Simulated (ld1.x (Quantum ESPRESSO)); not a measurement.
# Configuration tests for gallium (RRKJ)

Ga (Z = 31), norm-conserving RRKJ (Kleinman–Bylander form), made with ld1.x (Quantum ESPRESSO) 7.5 (PBEsol, non-relativistic). Core [Ne] 3s2, reference 3p6 3d10 4s2 4p1. Waves: 4s (bound): rc 1.80 bohr; 3p (bound): rc 0.60 bohr; 3d (bound): rc 0.70 bohr. Local part: the d channel. Core correction: none. rho0 = 0.01.

Occupied shells without a wave of their own: 4p. They enter only through the test configuration that unscreens the potential.

Energies are relative to the spin-unpolarised reference configuration 3p6 3d10 4s2 4p1; without spin polarisation the order of configurations can differ from experiment. Not all tests gave a result: 2 of 7 tests not solved or not reliable. Left out of the table: 3p6 3d10 4s1 4p0 (solver errors, printed error -4.1 eV); 3p6 3d9 4s2 4p2 (solver errors, printed error -46.8 eV).

```
valence configuration  charge  ΔE all-electron (eV)  error AE − PS (meV)
     3p6 3d10 4s2 4p0      +1                 5.716                 -7.2
     3p6 3d10 4s1 4p2       0                 6.258                 +4.2
     3p6 3d10 4s0 4p3       0                12.776                 -2.2
   3p6 3d10 4s2 4p1.3    -0.3                -0.542                 +1.7
```

(1) What are ΔE and the potential's error for 3p6 3d10 4s0 4p0?

Levels in the configuration 3p6 3d10 4s0 4p3:

```
level  all-electron (eV)  pseudo (eV)
   3p           -101.102     -100.883
   3d            -23.222      -23.022
   4p             -4.007       -4.013
```

Note: ghost state, extra bound levels that the all-electron valence spectrum of the same l lacks: s at -803.3 eV. A true bound ghost makes a file unfit for plane-wave use.

Answers

(1) ΔE = 57.075 eV all-electron; the error (AE − PS) is -49 meV.

ld1.x printed “convergence not achieved” for 3 of the counted tests; their residual had stalled under 1e-8, short of the target of 1e-14.
